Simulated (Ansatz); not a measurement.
Wavefunction ladder for `CC(C)B(F)F`

Z-matrix (Å, degrees):
```
C
C 1 1.527
H 1 1.093 2 110.8
H 1 1.091 2 111.9 3 -120.7
H 1 1.094 2 111.0 3 119.2
C 2 1.528 1 112.1 3 -57.5
B 2 1.565 1 113.0 3 173.6
H 2 1.104 1 107.4 3 60.2
H 6 1.094 2 111.0 1 -61.6
H 6 1.091 2 111.9 1 178.2
H 6 1.093 2 110.8 1 57.6
F 7 1.324 2 122.1 1 156.2
F 7 1.324 2 122.2 1 -25.8
```

Charge 0, multiplicity 1. All single points use the PBE0-D4/def2-TZVP geometry. It is one conformer, not always the lowest. Frozen core, restricted reference, Ansatz. CBS rows extrapolate triple and quadruple zeta; past MP2 they add the triple-zeta difference.

```tsv
basis	HF (Eh)	MP2 corr.
def2-SVP	-341.12109	-0.87928
def2-TZVPP	-341.52678	-1.11646
def2-QZVPP	-341.54227	-1.20404
```

Problem. Estimate the CCSD correlation energy and the (T) correction in each basis where they were run (hartree).

Solution. 
| basis | CCSD corr. | (T) |
| --- | --- | --- |
| def2-SVP | -0.92957 | -0.02211 |
| def2-TZVPP | -1.15568 | -0.03944 |
| CBS(def2) | -1.30813 | as TZ |
